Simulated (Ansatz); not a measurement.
Program: Ansatz. Geometries: PBE0-D4/def2-TZVP. ΔE: electronic, gas phase. CCSD(T)/CBS adds triple-zeta CCSD(T) − MP2 to the extrapolated MP2 energy (def2 sets, frozen cores). This one scheme is used for every species. DFT in def2-TZVPP. B3LYP here is the variant with VWN-RPA as its local correlation; programs differ in this. One conformer a species, not always the lowest.

Consider the ligand exchange at the Si–C bond: `F[SiH2]C[SiH3]` + `CO[SiH](O)F` → `CO[SiH](F)O[SiH2]F` + `C[SiH3]`.

```json
{"level": "PBE-D4", "ΔE (kJ/mol)": "-104.5"}
{"level": "B3LYP-D4", "ΔE (kJ/mol)": "-122.4"}
{"level": "B3LYP", "ΔE (kJ/mol)": "-120.8"}
{"level": "HF/CBS(def2)", "ΔE (kJ/mol)": "-140.3"}
```

(1) What does CCSD(T)/CBS give? (An estimate is asked.)

Largest T1 diagnostic among the species: 0.012.

## Answers

(1) Computed: -117.5 kJ/mol. The listed levels differ from it by 13.0, -4.9, -3.3, -22.8 kJ/mol.

From PBE to PBE0 (25 % exact exchange), in def2-TZVPP and without D4, ΔE moves by −4.7 kJ/mol. In def2-TZVPP, CCSD(T) changes the Hartree–Fock value by +19.9 kJ/mol (the triples alone add +2.8 kJ/mol) and MP2 by +20.2 kJ/mol.

CCSD(T)/CBS has its own doubt, a few kJ/mol and more with outer-core shells, so smaller differences from it don't rank the levels.
